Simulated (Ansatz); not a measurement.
[In(OH)4]- (InO4H4⁻). Total charge -1; singlet. Geometry PBE0-D4/def2-SVPD; atoms count from 1.

```tsv
atom	x (Å)	y (Å)	z (Å)
In1	0.000	0.000	0.001
O2	-0.894	-1.397	-1.240
H3	-1.772	-1.579	-0.893
O4	1.932	-0.683	0.307
H5	1.986	-1.576	-0.044
O6	-1.235	0.148	1.657
H7	-1.341	1.082	1.860
O8	0.198	1.931	-0.721
H9	1.126	2.075	-0.927
```

In the def2 sets In takes a core potential; there is no spin–orbit coupling.

Estimate the Mulliken populations from the PBE0/def2-TZVPD orbitals of Ansatz.


```csv
atom,charge (e)
In1,1.52
O2,-0.88
H3,0.25
O4,-0.88
H5,0.25
O6,-0.88
H7,0.25
O8,-0.88
H9,0.25
```
Mulliken values and Mayer orders depend strongly on the basis. With diffuse functions, as here, like atoms can get unlike values, and bond orders can come out too low or too high.

And the Mayer bond orders between bonded heavy atoms (over 0.3)?

In1–O2 0.52 (2.07 Å); In1–O4 0.52 (2.07 Å); In1–O6 0.52 (2.07 Å); In1–O8 0.52 (2.07 Å).
